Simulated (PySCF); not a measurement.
C3H7BN2, SMILES C=C1CNB1N.

Geometry: PBE-D3(BJ)/def2-SVP. The structure was generated by enumeration, and PubChem lists no compound with its InChIKey, so it may never have been made. Other conformers were not sampled.

Calculation: TDA-B3LYP/def2-SVPD in PySCF 2.14.0.

Vertical excitations. Isolated molecule, no solvent. State labels are in the subgroup Cs.

### Question
List the lowest excited states. (Estimate from the structure and the level; the computed values follow.)

### Answer

| state | symmetry | energy (eV) | λ (nm) | f | main pairs |
|---|---|---|---|---|---|
| S1 | A' | 5.41 | 229 | 0.031 | HOMO→LUMO 97 % |
| S2 | A" | 5.60 | 221 | 0.002 | HOMO→LUMO+1 98 % |
| S3 | A" | 6.19 | 200 | 0.000 | HOMO−2→LUMO 91 % |
| S4 | A" | 6.22 | 199 | 0.000 | HOMO−1→LUMO+1 86 % |
| S5 | A" | 6.45 | 192 | 0.005 | HOMO→LUMO+2 88 % |
| S6 | A" | 6.69 | 185 | 0.006 | HOMO→LUMO+3 91 % |
| S7 | A' | 6.83 | 181 | 0.540 | HOMO−1→LUMO 76 %, HOMO−3→LUMO 16 % |
| S8 | A" | 7.00 | 177 | 0.034 | HOMO−1→LUMO+3 96 % |
| S9 | A" | 7.11 | 174 | 0.001 | HOMO−1→LUMO+2 97 % |
| S10 | A' | 7.19 | 173 | 0.039 | HOMO−2→LUMO+1 60 %, HOMO−3→LUMO 37 % |
| T1 | A' | 3.95 | 314 | 0 | HOMO−1→LUMO 96 % |
| T2 | A' | 4.63 | 268 | 0 | HOMO→LUMO 97 % |
| T3 | A" | 5.46 | 227 | 0 | HOMO→LUMO+1 95 % |
| T4 | A" | 5.60 | 221 | 0 | HOMO−2→LUMO 99 % |
Triplets are in the Tamm–Dancoff approximation.
